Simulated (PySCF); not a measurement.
Methylacetylacetone, C6H10O2.
Numbering: `[CH3:1][C:2](=[O:3])[CH:4]([CH3:5])[C:6]([CH3:7])=[O:8]` (hydrogens: H9, H10, H11 on C1; H12 on C4; H13, H14, H15 on C5; H16, H17, H18 on C7)

Torsions of this conformer, `[CH3:1][C:2](=[O:3])[CH:4]([CH3:5])[C:6]([CH3:7])=[O:8]`: C1–C2–C4–C5 -35°, C2–C4–C6–C7 90°.

The closed-shell ground state was solved at several levels (PySCF, density fitting, gas phase, non-relativistic). The structure is a single GFN2-xTB conformer in the gas phase; no vibrational or solvent corrections.

```
              level  basis functions  HOMO (eV)  LUMO (eV)  gap (eV)  dipole (D)
     PBE0/def2-SVPD              246      -7.35      -1.42      5.93        1.83
CAM-B3LYP/def2-SVPD              246      -8.81      -0.23      8.58        1.89
```

Q: What might PBE0/pcSseg-1 (186 basis functions) give for the same quantities?

A: HOMO -7.28 eV, LUMO -1.31 eV, gap 5.97 eV, dipole 1.79 D.

Q: Over all these levels, which gives the widest orbital gap and which the narrowest?

A: CAM-B3LYP/def2-SVPD (range-separated hybrid) has the widest, 8.58 eV, and PBE0/def2-SVPD (global hybrid, 25 % exact exchange) the narrowest, 5.93 eV. The two share the basis. From the narrowest to the widest the HOMO moves by -1.46 eV and the LUMO by +1.19 eV.

Q: How far do the dipole and the HOMO energy spread over the levels?

A: The dipole runs from 1.79 to 1.89 D (mean 1.84 D) and the HOMO from -8.81 to -7.28 eV.
